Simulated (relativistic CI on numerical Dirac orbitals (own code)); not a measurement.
**Slater and spin-orbit integrals, Re13+**

Calculated at this level of theory: Dirac-Coulomb-Breit CI, KLI orbitals optimised for each configuration, a model potential for QED, unscaled Slater integrals (own radial code, finite nucleus).

Slater integrals F^k, G^k are unscaled and averaged over j, outside the closed core [Kr] 4d10; ζ comes from projecting the Hamiltonian with its Breit term on Σ l·s of the shell.

- 4f13 5s2 5p: ζ(4f) = 5591.7, F^2(4f,5p) = 77886, G^2(4f,5p) = 30230, G^4(4f,5p) = 26019, ζ(5p) = 83652 cm⁻¹; <r>(4f) = 0.5378, <r^2>(4f) = 0.3462, <r>(5p) = 1.034, <r^2>(5p) = 1.193 (bohr units).
- 4f14 5s 5p: G^1(5s,5p) = 133750, ζ(5p) = 81002 cm⁻¹; <r>(5s) = 0.9497, <r^2>(5s) = 1.004, <r>(5p) = 1.041, <r^2>(5p) = 1.208 (bohr units).
- 4f14 5s 5d: G^2(5s,5d) = 81182, ζ(5d) = 7940.4 cm⁻¹; <r>(5s) = 0.9487, <r^2>(5s) = 1.002, <r>(5d) = 1.204, <r^2>(5d) = 1.624 (bohr units).

Averages of the first 10 configurations, taken without configuration mixing, which lowers the lowest level and can move excited configurations by several eV; other configurations of the list can lie among them:

| Configuration | Parity | States | Average energy above the lowest level (eV) |
| --- | --- | --- | --- |
| 4f14 5s2 | even | 1 | 1.1 |
| 4f13 5s2 5p | even | 84 | 21.4 |
| 4f14 5s 5p | odd | 12 | 42.6 |
| 4f14 5s 5d | even | 20 | 103.2 |
| 4f13 5s2 5d | odd | 140 | 84.3 |
| 4f14 5s 5f | odd | 28 | 162.5 |
| 4f14 5p 5d | odd | 60 | 147.6 |
| 4f13 5s2 6s | odd | 28 | 124.5 |
| 4f14 5p2 | even | 15 | 88.9 |
| 4f13 5p3 | even | 280 | 114.2 |
